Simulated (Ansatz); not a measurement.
Consider the substitution at a C–Al bond: `[CH3][Al]([SiH3])[Br]` + `[NH2][GeH2][Cl]` → `C[NH][GeH2][Cl]` + `[SiH3][AlH][Br]`.

Program: Ansatz. Geometries: PBE0-D4/def2-TZVP. ΔE: electronic, gas phase. CBS: MP2 limit from def2 TZ/QZ plus the TZ coupled-cluster correction, frozen cores. For Br, Ge outer-core shells are correlated without core-valence functions, which leaves a few kJ/mol of doubt a bond. Scalar relativity is left out up to krypton. Each species was taken in one conformer, which may not be the lowest.

`[CH3][Al]([SiH3])[Br]`:

Cartesian coordinates in Å:
```
C -1.231 1.514 -0.089
Al 0.392 0.496 -0.411
Si 0.819 -1.775 0.404
Br 2.042 1.463 -1.638
H -1.401 1.635 0.986
H -2.102 0.982 -0.485
H -1.197 2.505 -0.545
H 2.154 -2.288 -0.007
H -0.218 -2.716 -0.109
H 0.744 -1.817 1.893
```

`[NH2][GeH2][Cl]`:

Z-matrix (Å, degrees):
```
Ge
Cl 1 2.176
N 1 1.818 2 112.8
H 1 1.530 2 105.8 3 -118.7
H 1 1.530 2 105.8 3 118.7
H 3 1.010 1 115.0 2 -64.0
H 3 1.010 1 115.0 2 64.0
```

`C[NH][GeH2][Cl]`:

```xyz
10

C    -0.963   -0.978   -0.365
N    -0.090    0.109   -0.770
Ge    1.129    0.770    0.399
Cl    0.186    1.618    2.171
H    -1.752   -0.678    0.337
H    -1.436   -1.427   -1.242
H    -0.372   -1.761    0.118
H    -0.583    0.822   -1.289
H     1.989   -0.387    0.914
H     1.894    1.912   -0.273
```

`[SiH3][AlH][Br]`:

```xyz
7

Si    0.830    0.061    0.733
Al   -1.123   -0.179   -0.719
Br   -1.037    0.823   -2.747
H     1.590    1.302    0.425
H     1.741   -1.103    0.534
H     0.440    0.085    2.170
H    -2.441   -0.990   -0.396
```

```tsv
species	CCSD/CBS(def2) energy (Eh)
`[CH3][Al]([SiH3])[Br]`	-3146.12101
`[NH2][GeH2][Cl]`	-2593.02536
`C[NH][GeH2][Cl]`	-2632.26409
`[SiH3][AlH][Br]`	-3106.84921
```

Q: Work out ΔE.

A: ΔE = (-2632.26409) + (-3106.84921) − (-3146.12101) − (-2593.02536) = 0.03307 Eh = +86.8 kJ/mol. CCSD(T)/CBS gives +87.8 kJ/mol.

Largest T1 diagnostic among the species: 0.010.

In def2-TZVPP, CCSD(T) changes the Hartree–Fock value by +8.5 kJ/mol (the triples alone add +0.9 kJ/mol) and MP2 by +13.0 kJ/mol.
